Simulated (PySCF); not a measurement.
Delta-SCF ions had no search for a lower state. Excitations are Tamm–Dancoff values on a coarser integration grid. The basis has no diffuse functions, so Rydberg states are missing or too high.

Cartesian coordinates (Å):
SMILES: C[CH2][Sn]([CH2]C)([CH2]C)[CH2]C
```xyz
29

C      0.4326    -2.5049    -1.2416
C      0.0712    -1.0430    -1.4712
Sn     0.1426     0.1431     0.3458
C     -1.3116    -0.6652     1.7398
C     -2.7427    -0.6335     1.2178
C      2.1473    -0.0027     1.1643
C      3.2299     0.3601     0.1559
C     -0.3244     2.2117    -0.1269
C     -1.4012     2.3776    -1.1925
H      1.4517    -2.6167    -0.8359
H      0.3914    -3.0956    -2.1727
H     -0.2513    -2.9886    -0.5249
H      0.7533    -0.5781    -2.2021
H     -0.9422    -0.9497    -1.8951
H     -1.0014    -1.6980     1.9713
H     -1.2237    -0.1002     2.6826
H     -3.4551    -1.0771     1.9341
H     -3.0850     0.3958     1.0223
H     -2.8484    -1.1918     0.2730
H      2.1994     0.6491     2.0517
H      2.2813    -1.0337     1.5312
H      4.2424     0.2802     0.5871
H      3.2040    -0.2990    -0.7274
H      3.1196     1.3933    -0.2125
H      0.6157     2.6929    -0.4447
H     -0.6200     2.7074     0.8128
H     -1.1155     1.8971    -2.1423
H     -2.3600     1.9297    -0.8846
H     -1.6001     3.4399    -1.4154
```
Charge 0, spin multiplicity 1.

Q: What vertical ionisation energy (Delta-SCF), brightest of the four lowest singlets (TDA), LUMO, S1–T1 gap (TDA) and HOMO–LUMO gap does PySCF 2.14.0 with PBE0-D4/def2-TZVP // PBE0-D4/def2-SVP give?

A: 
```yaml
vertical ionisation energy (Delta-SCF): 8.57 eV
brightest of the four lowest singlets (TDA): 6.54 eV
LUMO: 0.58 eV
S1–T1 gap (TDA): 0.49 eV
HOMO–LUMO gap: 7.57 eV
```
